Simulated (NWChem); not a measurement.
Species: Si3H7F; SMILES F[SiH]([SiH3])[SiH3]

```xyz
11

Si    -0.5225     0.4448     0.0000
F     -1.9656    -0.3328     0.0000
Si     0.6471    -0.1422    -1.9511
Si     0.6471    -0.1422     1.9511
H     -0.7994     1.9154     0.0000
H     -0.1366     0.2118    -3.1731
H      1.9429     0.6061    -1.9654
H      0.9356    -1.6086    -1.9583
H     -0.1366     0.2118     3.1731
H      1.9429     0.6061     1.9654
H      0.9356    -1.6086     1.9583
```
Atoms are numbered in this order, from 1.

Level: PBE0/def2-SVP (NWChem), optimised geometry, unscaled harmonic frequencies. 

Question: List the harmonic frequencies with IR intensities, and the thermochemistry.

Answer: 
| frequency (cm⁻¹) | IR intensity (km/mol) |
|---|---|
| 87 | 0.0 |
| 92 | 0.8 |
| 101 | 0.0 |
| 160 | 8.4 |
| 162 | 9.5 |
| 372 | 3.2 |
| 419 | 15.4 |
| 431 | 2.5 |
| 521 | 33.0 |
| 529 | 13.0 |
| 556 | 4.3 |
| 725 | 258.0 |
| 802 | 27.3 |
| 856 | 166.3 |
| 858 | 227.3 |
| 893 | 9.6 |
| 925 | 11.1 |
| 929 | 24.0 |
| 929 | 56.2 |
| 937 | 84.2 |
| 2213 | 71.7 |
| 2220 | 46.8 |
| 2225 | 46.4 |
| 2234 | 34.8 |
| 2236 | 107.3 |
| 2240 | 52.9 |
| 2242 | 147.1 |

| Property | Result |
|---|---|
| zero-point energy | 38.4 kcal/mol |
| thermal correction to the enthalpy at 298.15 K (with zero-point energy) | 44.3 kcal/mol |
| heat capacity Cv | 28.4 cal/(mol K) |
| entropy at 298.15 K and 1 atm (symmetry number 1) | 89.7 cal/(mol K) |
| dipole moment | 1.29 D |

Rigid rotor and harmonic oscillator; modes under 100 cm⁻¹ make the entropy uncertain.
